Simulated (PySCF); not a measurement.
Stationary points of Au₃O⁺

Method: PBE0/[O def2-SVP, Au def2-SVP with ECP60], scalar-relativistic core potentials, density fitting, no spin–orbit coupling, PySCF.

Relaxations began from a few typed shapes. The search is not exhaustive: other isomers or separated fragments can lie lower, and high-lying points may rest on an excited occupation.

Question: Order these stationary points by electronic energy, lowest first, in kJ/mol from the lowest minimum.
A. singlet C3v: O–Au 2.031 Å (×3); Au–O–Au 112.8° (×3)
B. singlet D3h: O–Au 2.020 Å (×3); Au–O–Au 120.0° (×3)

Answer: A (0.0), B (3.7).

Question: Which of them are minima?

Answer: By energy in kJ/mol, 0.0: minimum; 3.7: saddle point, 1 imaginary mode.

For the lowest minimum: no spin–orbit coupling is included, which matters more the heavier the element.
